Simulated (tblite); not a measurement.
Compound: C₆H₆ClFO.
Bonds: C1–C2, C2–C3 (double), C3–F4, C3–O5, O5–C6, C6–Cl7, C6–C8 (double), C8–C9, C2–C9. Hydrogens: H10, H11, H12 on C1; H13 on C8; H14, H15 on C9.

Computed with GFN2-xTB (tblite), gas phase: Langevin dynamics at 400 K from the optimised GFN2-xTB geometry, time step 0.5 fs, friction 0.01 fs⁻¹, 2000 steps. The instantaneous temperature is 2·E(kin)/(3Nk) with all 3N coordinates.

```csv
t (fs),T (K),E(pot) above start (eV),C1–C2 (Å),C2=C3 (Å),C3–F4 (Å),C3–O5 (Å),O5–C6 (Å),C1–H10 (Å)
0,319,0.000,1.495,1.324,1.340,1.365,1.362,1.089
25,191,0.511,1.517,1.292,1.338,1.393,1.359,1.083
50,288,0.484,1.476,1.351,1.337,1.331,1.399,1.061
75,282,0.558,1.525,1.343,1.325,1.376,1.420,1.090
100,238,0.443,1.513,1.301,1.361,1.378,1.397,1.110
125,279,0.504,1.530,1.325,1.329,1.354,1.383,1.138
150,260,0.467,1.508,1.355,1.321,1.361,1.425,1.097
175,271,0.585,1.524,1.312,1.370,1.369,1.379,1.061
200,359,0.370,1.512,1.307,1.328,1.365,1.310,1.099
225,322,0.486,1.484,1.356,1.336,1.353,1.351,1.129
250,249,0.670,1.464,1.294,1.388,1.361,1.345,1.069
275,255,0.664,1.412,1.332,1.356,1.394,1.323,1.061
300,280,0.544,1.436,1.386,1.343,1.354,1.360,1.083
325,392,0.498,1.471,1.287,1.367,1.374,1.374,1.091
350,420,0.889,1.516,1.293,1.325,1.385,1.340,1.103
375,483,0.723,1.511,1.358,1.311,1.332,1.345,1.067
400,479,0.841,1.505,1.326,1.365,1.359,1.378,1.062
425,360,0.898,1.478,1.322,1.395,1.413,1.392,1.107
450,397,0.864,1.502,1.326,1.344,1.427,1.395,1.068
475,464,0.748,1.551,1.341,1.348,1.386,1.338,1.104
500,444,0.663,1.526,1.325,1.312,1.346,1.338,1.141
525,489,0.707,1.483,1.351,1.329,1.366,1.423,1.074
550,377,0.718,1.488,1.327,1.333,1.350,1.389,1.059
575,336,0.853,1.473,1.310,1.347,1.366,1.351,1.111
600,603,0.554,1.438,1.318,1.360,1.376,1.396,1.112
625,401,0.869,1.424,1.318,1.303,1.402,1.379,1.061
650,527,0.622,1.480,1.327,1.373,1.370,1.339,1.091
675,335,0.855,1.541,1.309,1.373,1.303,1.328,1.076
700,573,0.811,1.528,1.358,1.391,1.325,1.337,1.058
725,480,0.815,1.539,1.328,1.336,1.376,1.362,1.120
750,505,0.772,1.530,1.303,1.317,1.420,1.391,1.113
775,481,0.893,1.465,1.336,1.324,1.411,1.343,1.086
800,506,0.773,1.510,1.354,1.363,1.375,1.385,1.064
825,292,0.760,1.481,1.299,1.339,1.328,1.419,1.065
850,232,0.903,1.446,1.348,1.335,1.390,1.392,1.133
875,336,0.691,1.449,1.331,1.328,1.423,1.415,1.127
900,401,0.763,1.486,1.318,1.332,1.402,1.413,1.069
925,516,0.676,1.488,1.337,1.372,1.403,1.356,1.109
950,334,0.544,1.577,1.331,1.347,1.357,1.359,1.111
975,335,0.560,1.580,1.329,1.337,1.309,1.365,1.085
1000,428,0.527,1.536,1.336,1.342,1.361,1.354,1.063
```

Q: From 500 fs on, how do temperature and potential energy compare with equipartition?

A: The mean temperature of these 21 frames is 425 K against the target 400 K, and the mean potential energy 0.73 eV against 39 × kT/2 = 0.67 eV for 39 classical harmonic modes. For 15 atoms in a canonical ensemble the temperature itself scatters by T·√(2/(3N)) = 84 K; here its standard deviation is 96 K. The whole run lasts only 10 friction times of 100 fs, so these averages carry a wide statistical error.

Q: What are the kinetic and total energies of the listed frame with the highest potential energy?

A: The one at 850 fs, 0.903 eV above the start. Its kinetic energy is 3NkT/2 = 0.451 eV at 232 K, so the sum is 1.35 eV; over the listed frames the sum runs from 0.62 to 1.92 eV, since the thermostat adds and removes energy.

Q: How much do the listed bonds fluctuate from 500 fs on?

A: 
```csv
bond,at the start (Å),mean (Å),standard deviation (Å)
C1–C2,1.495,1.498,0.043
C2=C3,1.324,1.328,0.016
C3–F4,1.340,1.343,0.022
C3–O5,1.365,1.370,0.034
O5–C6,1.362,1.373,0.029
C1–H10,1.089,1.092,0.026
```

The motion is classical and holds no zero-point motion.

What follows is the cost of the whole dynamics run. Hardware: an Arm Neoverse V2 with one thread (shared host). Cost: 12 s of wall time, 0.18 GiB resident at most.
